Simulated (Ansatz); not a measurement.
Molecule: 2H-oxasiline, C4H6OSi, net charge 0, singlet state. 
Geometry from a B3LYP-D3(BJ)/def2-TZVP (Ansatz, a program for electronic structure) optimisation:
SMILES: C1=CO[SiH2]C=C1
```xyz
12

C      1.6995     0.0783     0.0679
C      1.1130    -1.1283     0.0087
O     -0.2165    -1.3336    -0.0488
Si    -1.3795    -0.1179    -0.0567
C     -0.3846     1.4278     0.0284
C      0.9603     1.3256     0.0772
H      2.7789     0.1094     0.1104
H      1.6800    -2.0513     0.0026
H     -2.1915    -0.2664    -1.2883
H     -2.2834    -0.3387     1.0975
H     -0.8290     2.4166     0.0413
H      1.5606     2.2298     0.1277
```

Dipole moments at this geometry, in debye (magnitudes).

| level | program | dipole (D) |
|---|---|---|
| SVWN5/def2-TZVPD | Ansatz | 0.96 |
| PBE/def2-TZVPD | Ansatz | 0.94 |
| revPBE/def2-TZVPD | Ansatz | 0.94 |
| B97M-V/def2-TZVPD | Ansatz | 1.12 |
| B3LYP/def2-TZVPD | Ansatz | 1.00 |
| r2SCAN0/def2-TZVPD | Ansatz | 1.01 |
| CAM-B3LYP/def2-TZVPD | Ansatz | 1.03 |
| LC-wPBE/def2-TZVPD | Ansatz | 1.05 |
| wB97M-V/def2-TZVPD | Ansatz | 1.03 |
| CCSD(T)/aug-cc-pV(D+d)Z | Ansatz | 1.05 |
